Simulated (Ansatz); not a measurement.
The cluster CuCl₂, 3 atoms. Hardware: 4 threads of INTEL XEON PLATINUM 8581C on a shared host.

Correlated methods freeze 19 core orbitals.

(1) How many basis functions does each of these Ansatz runs have, and roughly what does it cost? r2SCAN-D4/def2-TZVP, charge 1 triplet at the geometry of the charge 0 doublet, energy, from earlier orbitals; MP2/def2-TZVP, charge 0 doublet, energy, from earlier orbitals; CCSD(T)/def2-TZVPP, charge 1 singlet at the geometry of the charge 0 doublet, energy, from earlier orbitals; r2SCAN0-D4/def2-TZVP, charge 0 doublet, energy, from earlier orbitals; PBE0-D4/def2-TZVP, charge 0 doublet, energy and forces, from earlier orbitals; PBE-D4/def2-TZVP, charge 1 triplet at the geometry of the charge 0 doublet, energy, from earlier orbitals; PBE-D4/def2-TZVPD, charge 0 doublet, energy, from earlier orbitals; RPA@PBE/def2-TZVP, charge 0 doublet, energy, from earlier orbitals; PBE0-D4/def2-TZVPD, charge -1 singlet at the geometry of the charge 0 doublet, energy; RPA@PBE/def2-TZVP, charge 0 quartet, energy, from earlier orbitals; r2SCAN-D4/def2-TZVPD, charge -1 triplet at the geometry of the charge 0 doublet, energy, from earlier orbitals; PBE0-D4/def2-TZVP, charge 0 quartet, energy, from earlier orbitals.

Results:

(1) Other jobs shared the machine, so times can vary by a factor of up to 3. A dash marks memory too small to be measured apart from the calling script's.

```csv
run,functions,fitting or Cholesky vectors,wall time,peak host memory (GiB)
"PBE0-D4/def2-TZVPD, charge -1 singlet at the geometry of the charge 0 doublet, energy",140,1164,0.9 s,–
"PBE-D4/def2-TZVP, charge 1 triplet at the geometry of the charge 0 doublet, energy, from earlier orbitals",119,965,1 s,–
"RPA@PBE/def2-TZVP, charge 0 quartet, energy, from earlier orbitals",119,890,1.4 s,–
"MP2/def2-TZVP, charge 0 doublet, energy, from earlier orbitals",119,893,2 s,–
"RPA@PBE/def2-TZVP, charge 0 doublet, energy, from earlier orbitals",119,893,2.5 s,–
"r2SCAN-D4/def2-TZVP, charge 1 triplet at the geometry of the charge 0 doublet, energy, from earlier orbitals",119,965,2.6 s,–
"PBE0-D4/def2-TZVP, charge 0 quartet, energy, from earlier orbitals",119,890,3.2 s,–
"PBE-D4/def2-TZVPD, charge 0 doublet, energy, from earlier orbitals",140,1029,3.5 s,–
"r2SCAN-D4/def2-TZVPD, charge -1 triplet at the geometry of the charge 0 doublet, energy, from earlier orbitals",140,1029,11 s,–
"r2SCAN0-D4/def2-TZVP, charge 0 doublet, energy, from earlier orbitals",119,893,13 s,–
"PBE0-D4/def2-TZVP, charge 0 doublet, energy and forces, from earlier orbitals",119,893,14 s,–
"CCSD(T)/def2-TZVPP, charge 1 singlet at the geometry of the charge 0 doublet, energy, from earlier orbitals",148,949,73 s,0.9
```
